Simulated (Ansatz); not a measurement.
InF (SMILES [F][In]): methods side by side

The species is InF (2 atoms), meant as a singlet with charge 0. SMILES: `[F][In]`. The shape comes from GFN2-xTB, which is rough for such elements, and wasn't checked as a minimum.

```xyz
2

F     0.0000    0.0000    0.0000
In    0.0000    0.0000    2.0255
```

Quantity: the energy change with the F1–In2 bond stretched from 2.025 to 4.984 Å, in eV. The values are calculated.

```csv
level,kind,program,value (eV),less FCI/STO-3G,CPU time (all runs)
HF/STO-3G (restricted),Hartree–Fock,Ansatz,9.13,+4.89,0.7 s
PBE/STO-3G (restricted),GGA,Ansatz,6.69,+2.45,7.6 s
r2SCAN/STO-3G (restricted),meta-GGA,Ansatz,6.91,+2.67,22 s
PBE0/STO-3G (restricted),global hybrid,Ansatz,7.51,+3.27,5 s
wB97X/STO-3G (restricted),range-separated hybrid,Ansatz,8.47,+4.23,10 s
MP2/STO-3G (restricted),perturbation theory,Ansatz,3.68,-0.56,1.2 s
CCSD/STO-3G (restricted),coupled cluster or CI,Ansatz,3.95,-0.29,1.1 s
CCSDT(Q)/STO-3G (restricted),coupled cluster or CI,Ansatz,4.35,+0.11,2.4 s
FCI/STO-3G,exact in the basis,Ansatz,4.24,0.00,2.4 s
```

FCI/STO-3G is exact within its basis and frozen core, so for wave-function methods in that basis the difference is their error; functionals converge differently with the basis, so for them it is only a difference. Spin-restricted single references rise too steeply as a bond breaks, Hartree–Fock most of all. Perturbation and coupled-cluster corrections on them can overshoot downwards. All-electron rows without a relativistic Hamiltonian named are non-relativistic. The first shape isn't each level's own minimum. The values span 3.68 to 9.13 eV. All rows use very small basis sets, so even the best lies far from the true value. In the correlated wave-function rows the outer d shell of In is correlated, in sets not made for it. Times are those of the runs behind each value, whatever else they computed, on shared processors of several kinds: orders of magnitude only.
